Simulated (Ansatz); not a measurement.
Born–Oppenheimer molecular dynamics of CH6Ge (8 atoms, charge 0, multiplicity 1). It goes on from the last frame of an earlier run, with new velocities.

These are results of Ansatz, RKS PBE-D4/def2-SVP, not measurements.

```yaml
ensemble: NVE (velocity Verlet)
time_step: 0.5 fs
steps_asked: 250
starting_velocities_drawn_for: 200 K
seed: 2442
```

Frames 1 fs apart, positions in Å.

Velocities at 105 fs (Å/ps):

```
Ge -0.03 0.01 -0.49
H 5.79 -6.91 18.50
H 22.71 -15.15 -0.64
C -3.06 -1.20 0.67
H -17.68 5.65 -7.82
H 8.67 5.63 1.86
H 19.67 -2.04 -1.64
H -0.93 26.05 16.89
```

```xyz
8
Properties=species:S:1:pos:R:3 time_fs=105 energy_less_start_eV=-0.012 T=215
Ge -0.003 0.015 -0.006
H -0.258 -0.155 1.490
H 1.476 0.155 -0.167
C -0.943 1.591 -0.653
H -2.006 1.477 -0.293
H -0.553 2.588 -0.257
H -0.900 1.514 -1.773
H -0.322 -1.205 -0.858
8
Properties=species:S:1:pos:R:3 time_fs=106 energy_less_start_eV=-0.014 T=217
Ge -0.003 0.015 -0.006
H -0.253 -0.164 1.510
H 1.503 0.141 -0.168
C -0.946 1.591 -0.652
H -2.021 1.484 -0.302
H -0.545 2.589 -0.258
H -0.882 1.514 -1.772
H -0.325 -1.182 -0.842
8
Properties=species:S:1:pos:R:3 time_fs=107 energy_less_start_eV=-0.019 T=224
Ge -0.003 0.015 -0.006
H -0.249 -0.174 1.530
H 1.537 0.129 -0.170
C -0.950 1.590 -0.651
H -2.030 1.492 -0.317
H -0.540 2.579 -0.263
H -0.865 1.518 -1.766
H -0.334 -1.167 -0.830
8
Properties=species:S:1:pos:R:3 time_fs=108 energy_less_start_eV=-0.030 T=238
Ge -0.003 0.015 -0.007
H -0.246 -0.185 1.548
H 1.571 0.119 -0.171
C -0.954 1.590 -0.650
H -2.032 1.502 -0.336
H -0.538 2.562 -0.272
H -0.851 1.527 -1.757
H -0.347 -1.162 -0.824
8
Properties=species:S:1:pos:R:3 time_fs=109 energy_less_start_eV=-0.036 T=246
Ge -0.002 0.015 -0.007
H -0.243 -0.198 1.561
H 1.602 0.111 -0.172
C -0.958 1.590 -0.649
H -2.029 1.514 -0.358
H -0.536 2.539 -0.283
H -0.840 1.538 -1.746
H -0.367 -1.169 -0.824
8
Properties=species:S:1:pos:R:3 time_fs=110 energy_less_start_eV=-0.027 T=234
Ge -0.002 0.016 -0.006
H -0.241 -0.210 1.568
H 1.625 0.103 -0.173
C -0.963 1.590 -0.649
H -2.025 1.526 -0.382
H -0.535 2.518 -0.292
H -0.831 1.552 -1.737
H -0.391 -1.187 -0.829
8
Properties=species:S:1:pos:R:3 time_fs=111 energy_less_start_eV=-0.012 T=215
Ge -0.001 0.016 -0.006
H -0.238 -0.223 1.567
H 1.638 0.098 -0.174
C -0.967 1.589 -0.648
H -2.023 1.538 -0.405
H -0.530 2.502 -0.298
H -0.824 1.567 -1.732
H -0.418 -1.210 -0.837
8
Properties=species:S:1:pos:R:3 time_fs=112 energy_less_start_eV=-0.013 T=217
Ge 0.000 0.017 -0.005
H -0.235 -0.235 1.558
H 1.639 0.093 -0.173
C -0.971 1.588 -0.648
H -2.028 1.550 -0.427
H -0.522 2.497 -0.299
H -0.819 1.584 -1.732
H -0.448 -1.236 -0.845
8
Properties=species:S:1:pos:R:3 time_fs=113 energy_less_start_eV=-0.033 T=242
Ge 0.001 0.017 -0.005
H -0.231 -0.247 1.544
H 1.628 0.091 -0.173
C -0.974 1.586 -0.648
H -2.040 1.561 -0.448
H -0.510 2.502 -0.293
H -0.816 1.600 -1.737
H -0.477 -1.260 -0.850
8
Properties=species:S:1:pos:R:3 time_fs=114 energy_less_start_eV=-0.050 T=263
Ge 0.002 0.018 -0.004
H -0.228 -0.259 1.524
H 1.607 0.089 -0.173
C -0.976 1.584 -0.649
H -2.058 1.572 -0.465
H -0.497 2.512 -0.282
H -0.814 1.617 -1.745
H -0.504 -1.279 -0.852
8
Properties=species:S:1:pos:R:3 time_fs=115 energy_less_start_eV=-0.043 T=254
Ge 0.003 0.018 -0.004
H -0.226 -0.269 1.502
H 1.577 0.089 -0.173
C -0.978 1.582 -0.650
H -2.077 1.582 -0.480
H -0.486 2.523 -0.269
H -0.813 1.632 -1.754
H -0.528 -1.290 -0.848
8
Properties=species:S:1:pos:R:3 time_fs=116 energy_less_start_eV=-0.015 T=219
Ge 0.004 0.018 -0.003
H -0.225 -0.280 1.481
H 1.543 0.090 -0.175
C -0.979 1.581 -0.652
H -2.094 1.592 -0.493
H -0.481 2.530 -0.256
H -0.814 1.647 -1.762
H -0.548 -1.294 -0.839
```

Of the whole run (125 fs, mean temperature of the second half 213 K): The conserved energy stayed within 0.16 meV per atom of its start (net change -0.067 meV per atom), so the integration is sound. A run of 0.12 ps of so small a system gives no equilibrium averages.

Time of the run: 6.9 min on 1 thread of Arm Neoverse V1, on a shared host, peak memory 0.14 GiB.
